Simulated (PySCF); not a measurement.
Job for PySCF: R-BP86/6-31G* on H2O (SMILES O).

```python
from pyscf import gto, scf, dft, mp
from pyscf.data.elements import chemcore

mol = gto.M(
    atom='''
    O     0.29613357   -0.40781588   -0.45556961
    H     0.14804266   -0.30083152    0.49153528
    H     0.36417934    0.48595779   -0.80543527
    ''',
    basis='6-31g*',
    cart=True,
    charge=0, spin=0, verbose=3, max_memory=1800)
mf = dft.RKS(mol, xc='b88,p86')
mf.conv_tol = 1e-8
mf.max_cycle = 100
mf.kernel()
if not mf.converged:
    mf = mf.newton().run(mf.mo_coeff, mf.mo_occ)
```

The log:

```
converged SCF energy = -76.408673372803
```

The calculation finished and met its thresholds.

Cost: very roughly 0.5 core-seconds.
